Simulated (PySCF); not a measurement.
# Si⁹⁺ (silicon, charge +9) across methods

[He] 2s2 2p1, 2P determinant. Computed with PySCF 2.14 in an even-tempered Gaussian basis (18 s from 0.72 bohr⁻², ratio 2.2; 11 p from 0.94 bohr⁻², ratio 2.2; 6 d from 5.3 bohr⁻², ratio 2.4; 5 f from 8 bohr⁻², ratio 2.4; 5 g from 12 bohr⁻², ratio 2.4), with no relativity, point nucleus. The B2PLYP total includes its PT2 part (frozen core); its orbital energies are those of the SCF part.

| method | E (hartree) | mean ε 2s α (eV) | mean ε 2s β (eV) | mean ε 2p α (eV) | Σ⟨r²⟩ (bohr²) | ⟨S²⟩ |
| --- | --- | --- | --- | --- | --- | --- |
| BP86 | -238.7490 | -406.61 | -401.68 | -377.41 | 0.8270 | 0.750 |
| r2SCAN | -238.6685 | -408.23 | -402.34 | -379.97 | 0.8282 | 0.750 |
| UHF | -238.56242 | -428.47 | -418.07 | -401.90 | 0.8286 | 0.751 |
| PBE0 | -238.6237 | -412.19 | -405.92 | -383.60 | 0.8284 | 0.750 |
| B2PLYP | -238.7382 | -418.42 | -410.53 | -390.86 | 0.8288 | 0.750 |
| LDA | -237.5711 | -405.47 | -400.26 | -375.97 | 0.8315 | 0.750 |

(1) Estimate the same row for PBE.

Results:

(1) E (hartree) = -238.5999; mean ε 2s α (eV) = -406.39; mean ε 2s β (eV) = -401.34; mean ε 2p α (eV) = -377.29; Σ⟨r²⟩ (bohr²) = 0.8287; ⟨S²⟩ = 0.750.
